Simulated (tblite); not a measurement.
Compound: C8H14O2.
Numbering: `[CH3:1][O:2][CH2:3][C@@H:4]1[CH2:5][CH2:6][CH2:7][CH2:8][C:9]1=[O:10]` (hydrogens: H11, H12, H13 on C1; H14, H15 on C3; H16 on C4; H17, H18 on C5; H19, H20 on C6; H21, H22 on C7; H23, H24 on C8)

Structure used (GFN2-xTB), in Å, numbered top down from 1:
```
atom  x, y, z in Å
C1     3.7428   -0.4463   -0.1292
O2     2.4538   -0.1491    0.3362
C3     1.5494    0.1443   -0.7048
C4     0.1752    0.4176   -0.0973
C5    -0.3779   -0.8282    0.6092
C6    -1.7546   -0.5557    1.2013
C7    -2.7202   -0.1153    0.1072
C8    -2.1948    1.1372   -0.6002
C9    -0.8111    0.8811   -1.1490
O10   -0.5282    1.0149   -2.3130
H11    4.3481   -0.6687    0.7475
H12    4.1779    0.4039   -0.6696
H13    3.7323   -1.3159   -0.7985
H14    1.8883    1.0249   -1.2712
H15    1.4865   -0.7004   -1.4076
H16    0.2832    1.2144    0.6462
H17   -0.4454   -1.6448   -0.1134
H18    0.3282   -1.1226    1.3863
H19   -1.6806    0.2240    1.9627
H20   -2.1312   -1.4600    1.6832
H21   -2.8331   -0.9180   -0.6247
H22   -3.7049    0.0934    0.5297
H23   -2.8577    1.4287   -1.4161
H24   -2.1377    1.9605    0.1154
```

All values are computed: GFN2-xTB (tblite) harmonic vibrations without scaling, gas phase. Errors from tens to a few hundred cm⁻¹ against measured bands are possible. One conformer, not necessarily the lowest.

Harmonic wavenumbers (cm⁻¹): 57.8, 79.1, 85.1, 110.1, 159.6, 228.2, 279.3, 302.0, 318.5, 327.7, 411.7, 457.9, 534.5, 587.3, 668.4, 804.6, 849.8, 887.6, 914.9, 925.2, 957.9, 988.2, 1014.1, 1055.0, 1074.1, 1104.4, 1111.2, 1125.8, 1130.7, 1137.1, 1140.9, 1175.1, 1187.1, 1210.4, 1231.8, 1235.0, 1271.2, 1281.0, 1301.5, 1332.5, 1341.6, 1350.0, 1357.7, 1408.0, 1458.9, 1468.6, 1484.6, 1486.5, 1491.0, 1496.9, 1498.6, 1773.3, 2852.7, 2886.2, 2891.8, 2916.7, 2934.1, 2967.0, 2969.0, 2975.1, 2982.1, 2988.6, 2991.1, 3002.2, 3003.8, 3025.1.

A = 2419, B = 814.1, C = 646.2 MHz; mass 142.099 u (most abundant isotopes); point group C1, symmetry number 1.

Q: Zero-point energy?

A: ½Σν̃ = 45528 cm⁻¹ = 544.63 kJ/mol.

Q: Give the ideal-gas entropy at 298.15 K and 1 bar in the rigid-rotor, harmonic-oscillator model (classical rotation).

A: Translation 170.67, rotation 125.16, vibration 128.01: S = 423.8 J/(mol K).

Q: And Cp and H(298.15 K) − H(0)?

A: Cp = 170.43 J/(mol K), of which vibrations give 137.18 (their classical limit is 66 R = 548.8); H(298.15 K) − H(0) = 30.19 kJ/mol without the zero-point energy, 20.28 from vibrations.

Q: How do the functions run with temperature in this model?

A: 
```json
{"T (K)": "150", "S (J/(mol K))": "333.8", "Cp (J/(mol K))": "102.8", "H − H(0) (kJ/mol)": "10.22", "G − H(0) (kJ/mol)": "-39.86", "ln q(vib)": "3.12"}
{"T (K)": "250", "S (J/(mol K))": "396.1", "Cp (J/(mol K))": "146.0", "H − H(0) (kJ/mol)": "22.58", "G − H(0) (kJ/mol)": "-76.43", "ln q(vib)": "5.90"}
{"T (K)": "400", "S (J/(mol K))": "481.5", "Cp (J/(mol K))": "224.7", "H − H(0) (kJ/mol)": "50.32", "G − H(0) (kJ/mol)": "-142.29", "ln q(vib)": "10.03"}
{"T (K)": "600", "S (J/(mol K))": "590.7", "Cp (J/(mol K))": "315.2", "H − H(0) (kJ/mol)": "104.80", "G − H(0) (kJ/mol)": "-249.64", "ln q(vib)": "15.66"}
{"T (K)": "900", "S (J/(mol K))": "736.8", "Cp (J/(mol K))": "403.9", "H − H(0) (kJ/mol)": "213.80", "G − H(0) (kJ/mol)": "-449.35", "ln q(vib)": "24.05"}
```

q(vib) and H(0) count from the zero-point level.

Q: What must be added to the electronic energy to get the Gibbs energy at 298.15 K and 1 bar?

A: ZPE + [H(298.15 K) − H(0)] − T·S = 544.63 + 30.19 − 126.37 = 448.45 kJ/mol.

Hindered rotation and anharmonicity are outside this model. Other conformers, if any are populated, would add a mixing term that is left out. The structure is chiral; the term R ln 2 for an equal mix with its mirror image is left out.
